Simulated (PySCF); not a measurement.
Species: C4H10FN3Si2.
Atom-mapped SMILES: `[CH3:1][NH:2][SiH2:3][n:4]1[cH:5][n:6][cH:7][c:8]1[SiH2:9][F:10]`

NICS = −σ at a ghost point: NICS(0) at the centroid of the ring atoms, NICS(1) 1 Å to either side along the normal of their mean plane, zz for the tensor component along that normal. Level: GIAO PBE0/pcSseg-1 (PySCF, non-relativistic, gas phase) on the GFN2-xTB geometry, one conformer.

Ring bond lengths (Å), with Mayer bond orders in brackets: N4–C5 1.358 (1.18), C5–N6 1.301 (1.61), N6–C7 1.356 (1.36), C7–C8 1.374 (1.52), C8–N4 1.382 (1.05).

**Question.** What do the NICS probes read (ppm)?

**Answer.** 
```csv
ring,type,NICS(0),"NICS(1), two faces","NICS(1)zz, two faces",rms pucker (Å),"centre to ring atoms, mean (Å)"
N4–C5–N6–C7–C8,5-membered ring with 2 N; formal bonds all aromatic,-11.9,-11.4 / -11.5,-30.6 / -30.4,0.00,1.15
```

**Question.** What can be read from them?

**Answer.** 
- N4–C5–N6–C7–C8: mean NICS(1)zz -30.5 ppm, shielded, aromatic by this magnetic criterion (flat ring, no four-coordinate atom).

**Question.** What does the geometric index give? HOMA = 1 − mean of α(R − Ropt)² over the ring bonds, with Krygowski's 1993 parameters (CC: Ropt 1.388 Å, α 257.7 Å⁻²; CN: Ropt 1.334 Å, α 93.52 Å⁻²).

**Answer.** 
- N4–C5–N6–C7–C8: HOMA 0.91; the largest term is that of C8–N4, α(R − Ropt)² = 0.21. The geometric and the magnetic index point the same way.

**Question.** List the ring angles and the Hirshfeld charges of the ring atoms.

**Answer.** 
- N4–C5–N6–C7–C8: N4 105.4° (-0.104 e), C5 113.4° (+0.049 e), N6 105.0° (-0.206 e), C7 110.8° (-0.028 e), C8 105.4° (-0.098 e); sum 540.0° against 540° for a flat convex ring.

**Question.** What are the shieldings of the ring atoms and their hydrogens in the same run (means over atoms taken as equivalent)?

**Answer.** 
| atoms | environment | σ isotropic (ppm) |
| --- | --- | --- |
| N4 | pyrrole-type nitrogen | 75.5 |
| C5 | aromatic CH next to a ring nitrogen | 37.7 |
| N6 | pyridine-type nitrogen | -42.1 |
| C7 | aromatic CH next to a ring nitrogen | 35.9 |
| C8 | substituted aromatic carbon | 58.5 |
| H on C5 | aromatic hydrogen | 23.80 |
| H on C7 | aromatic hydrogen | 24.02 |

Conformer computed: `[CH3:1][NH:2][SiH2:3][n:4]1[cH:5][n:6][cH:7][c:8]1[SiH2:9][F:10]`: C1–N2–Si3–N4 -173°, N2–Si3–N4–C5 27°, C7–C8–Si9–F10 -125°.
